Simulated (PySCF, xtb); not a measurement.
TeF₃, SMILES [Te+](F)(F)F, charge +1.

Harmonic wavenumbers (cm⁻¹) from xtb with GFN2-xTB at its own minimum, in rising order: 148, 148, 185, 494, 494, 533.

What does PySCF 2.14.0 with B3LYP-D3(BJ)/def2-SVP give at its own minimum? (An estimate is asked for; the answer gives what the named calculation found.)

204, 204, 249, 720, 720, 721. Paired by order, the mean absolute difference is 136 cm⁻¹ and the zero-point energies are 2.9 and 4.0 kcal/mol.
